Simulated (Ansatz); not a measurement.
Relaxing a trial structure of AlH3OSSn

The starting geometry of this gas-phase singlet was optimised with GFN2-xTB.

```json
{"atom": "Al", "x (Å)": "0.2489", "y (Å)": "0.4346", "z (Å)": "-0.2895"}
{"atom": "O", "x (Å)": "0.5353", "y (Å)": "1.9961", "z (Å)": "0.1074"}
{"atom": "S", "x (Å)": "-1.0507", "y (Å)": "-0.5972", "z (Å)": "1.4777"}
{"atom": "Sn", "x (Å)": "0.7793", "y (Å)": "-1.9869", "z (Å)": "1.5939"}
{"atom": "H", "x (Å)": "1.6815", "y (Å)": "-0.5391", "z (Å)": "-0.0364"}
{"atom": "H", "x (Å)": "0.6265", "y (Å)": "2.8981", "z (Å)": "0.3803"}
{"atom": "H", "x (Å)": "-0.5062", "y (Å)": "-0.0074", "z (Å)": "-1.5391"}
```

Task: Where would you expect an optimisation with B3LYP-D3(BJ)/def2-SVP to take it?

Result: A new bond forms, giving a structure with H5 bridging Al1 and Sn4, given below by its coordinates. Contacts that close: Sn4–H5 (2.36 → 1.92 Å).

The energy falls by 0.50 eV over 16 steps:

```csv
step,E − E(last) (eV)
1,0.502
3,0.143
4,0.112
6,0.096
8,0.051
9,0.013
11,0.010
13,0.000
14,0.000
16,0.000
```

Final geometry (Å):

| atom | x (Å) | y (Å) | z (Å) |
| --- | --- | --- | --- |
| Al | 0.0337 | 0.4553 | -0.2879 |
| O | 0.6384 | 2.0496 | -0.1015 |
| S | -1.0360 | -0.4614 | 1.5146 |
| Sn | 1.0269 | -1.7078 | 1.5997 |
| H | 1.4619 | -0.7222 | 0.0048 |
| H | 0.5876 | 2.5809 | 0.6971 |
| H | -0.3978 | 0.0038 | -1.7324 |

Frequencies at the end are all real (lowest 94 cm⁻¹). Atoms past krypton carry core potentials, without spin–orbit terms. Run with Ansatz 0.2.0, 39 s on 1 thread of Intel(R) Xeon(R) 6975P-C (Granite Rapids), on a shared host.
